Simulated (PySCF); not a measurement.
## Which determinant of SnB lies lowest?

Unrestricted PBE0; Sn x2c-TZVPPall, B x2c-TZVPPall; spin-free X2C with a Gaussian nucleus (PySCF 2.14). Outer shells of the fragments: Sn 4d10 5s2 5p2; B 2s2 2p1.

Followed along the bond (rough minima from three points):

```
2Ms+1   unpaired  ⟨S²⟩ at the start  R at minimum (Å)  Te (eV)
    4  σ ↑, π ↑↑               3.75              2.18     0.00
    2  σ ↓, π ↑↑               1.77              2.19     0.32
    2  σ ↑, π ↑↓               1.76              2.19     0.35
    2        σ ↑               0.80              2.22     0.96
    2        π ↑               0.78  none in the scan   ≤ 1.08
```

Solutions found at the starting distance of 2.165 Å, counted from the lowest of them; the search is not exhaustive and high or unbound solutions are not listed, so other states can lie among these:

| 2Ms+1 | unpaired | term | E (eV) | ⟨S²⟩ | ⟨Lz²⟩ | μ (D) |
| --- | --- | --- | --- | --- | --- | --- |
| 4 | σ ↑, π ↑↑ | ⁴Σ⁻ | 0.00 | 3.75 | 0.00 | -1.40 |
| 2 | σ ↓, π ↑↑ | mixed | 0.32 | 1.77 | 0.00 | -1.40 |
| 2 | σ ↑, π ↑↓ | mixed | 0.35 | 1.76 | 2.02 | -1.41 |
| 2 | σ ↑ | mixed | 0.97 | 0.80 | 2.00 | -1.31 |
| 2 | π ↑ | ²Π | 1.12 | 0.78 | 1.01 | -1.43 |
| 2 | π ↑ | ²Π | 1.55 | 0.75 | 1.00 | -2.73 |

A term symbol is given only where ⟨S²⟩ and ⟨Lz²⟩ are close to those of a pure state; real π, δ and φ orbitals otherwise mix terms. A positive dipole means Sn(−)B(+).

Spin–orbit coupling is left out.
